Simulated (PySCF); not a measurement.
CH₃BrOTe, SMILES CO[Te]Br. Atoms are numbered in the order given.

```xyz
7

Te     0.2867    -0.4606     0.7462
Br    -1.2028     1.2030    -0.4873
O      1.7517    -0.6528    -0.5909
C      1.4811    -1.3742    -1.7814
H      0.7506    -0.8457    -2.4196
H      2.4352    -1.4469    -2.3280
H      1.1027    -2.3935    -1.5837
```
Charge 0, spin multiplicity 1.

The structure is a stationary point at B3LYP-D3(BJ)/def2-SVP. The structure was generated by enumeration, and PubChem lists no compound with its InChIKey, so it may never have been made. The def2 effective core potentials stand for the cores of Te; spin–orbit coupling is left out. The values are those of a single conformer.

Computed with ωB97X/def2-TZVP (PySCF).

Computed frontier levels, gap, dipole moment and polarisability:
The highest occupied level is -8.67 eV and the lowest empty level is -0.68 eV. The orbital gap is 8.00 eV. The dipole moment comes out as 0.409 e·Å and the quadrupole, principal values (traceless, Buckingham form, about the centre of nuclear charge) comes out as -7.35, 0.83, 6.53 D·Å. The mean static polarisability is 72.8 bohr³ (10.79 Å³) and the polarisability, principal values comes out as 51.6, 72.4, 94.6 bohr³.
